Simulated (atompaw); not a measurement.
**Reading a pseudo-wave (Zn)**

Columns: radius, all-electron u(r) and pseudo u(r) of the 3d shell (level -10.14 eV) of zinc in the configuration [Ar] 3d10 4s2 4p0; PBE, scalar-relativistic, PAW (atompaw) scheme, atompaw 4.2.0.5.

```
r (bohr)  all-electron  pseudo
   0.104        0.1331  0.0018
   0.208        0.4719  0.0134
   0.312        0.7738  0.0400
   0.415        0.9551  0.0820
   0.519        1.0294  0.1407
   0.623        1.0281  0.2166
   0.727        0.9834  0.3065
   0.831        0.9173  0.3981
   0.935        0.8432  0.4741
   1.038        0.7691  0.5276
   1.142        0.6973  0.5680
   1.246        0.6304  0.5911
   1.350        0.5690  0.5676
   1.454        0.5133  0.5133
   1.558        0.4631  0.4631
   1.662        0.4178  0.4178
   1.765        0.3776  0.3776
   1.869        0.3411  0.3411
   1.973        0.3083  0.3083
   2.077        0.2789  0.2789
   2.181        0.2524  0.2524
   2.285        0.2285  0.2285
   2.388        0.2073  0.2073
   2.492        0.1879  0.1879
   2.596        0.1704  0.1704
   2.700        0.1545  0.1545
```

**Question.** How many radial nodes do the two functions have?

**Answer.** The all-electron 3d function has n − l − 1 = 0; the pseudo-wave has 0.

**Question.** At about which radius was the pseudo-wave matched?

**Answer.** 1.40 bohr, where the columns begin to agree (steps of 0.10 bohr).

**Question.** Is the pseudo-wave norm-conserving?

**Answer.** No, it belongs to a PAW set: the norm inside the radius is not constrained, and the difference is carried by the augmentation charge.
